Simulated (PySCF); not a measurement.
Tetramethylborate, C4H12B (charge -1).
Structure used (PBE0-D3(BJ)/def2-SVP), in Å, numbered top down from 1:
```xyz
17
C4H12B angstrom
C     -0.2573   -1.0798   -1.2228
B     -0.0011    0.0011   -0.0011
C      0.0884    1.5268   -0.6257
C     -1.2491   -0.0794    1.0767
C      1.4144   -0.3623    0.7674
H     -1.2065   -0.8882   -1.7643
H     -0.3105   -2.1261   -0.8574
H      0.5488   -1.0546   -1.9847
H      0.2529    2.2948    0.1579
H     -0.8378    1.8193   -1.1619
H      0.9194    1.6374   -1.3525
H     -2.2269    0.1577    0.6089
H     -1.3537   -1.0875    1.5280
H     -1.1249    0.6305    1.9203
H      1.4009   -1.3747    1.2211
H      2.2857   -0.3380    0.0809
H      1.6434    0.3468    1.5895
```

The calculation used PySCF, delta-SCF UKS SCAN, pcX-2 on the ionised atom, pcseg-1 elsewhere, spin-free X2C. The ground state was rerun for each ionised atom, in the same mixed basis as its hole state.

```tsv
ionised atom	basis functions	E(ground) (Eh)	E(ionised) (Eh)
B2	161	-184.49258	-177.59416
C1	161	-184.49660	-174.04948
```

**Question.** Turn these total energies into binding energies.

**Answer.** E(ionised) − E(ground), at 27.2114 eV a hartree:

| atom | environment | difference (Eh) | binding energy (eV) |
| --- | --- | --- | --- |
| B2 | four-coordinate boron | 6.89842 | 187.72 |
| C1 | sp3 carbon bound to boron | 10.44712 | 284.28 |

**Question.** How much do the ground-state energies differ, and what would follow from using one of them for all holes?

**Answer.** They run from -184.4966 Eh (core basis on C1) to -184.4926 Eh (on B2), 0.0040 Eh or 0.11 eV apart, though the state is the same; only basis and grid differ. Pairing the ion of B2 with the ground state of C1 would put its binding energy 0.11 eV too high.

Only 1s holes are shown. Atoms equivalent by their bonding share one computed value, that of the first of them. The species carries charge -1, so core ionisation leaves a neutral species. The basis sets have no added diffuse functions. Geometry: PBE0-D3(BJ)/def2-SVP; no solvent, vibrations or thermal averaging.
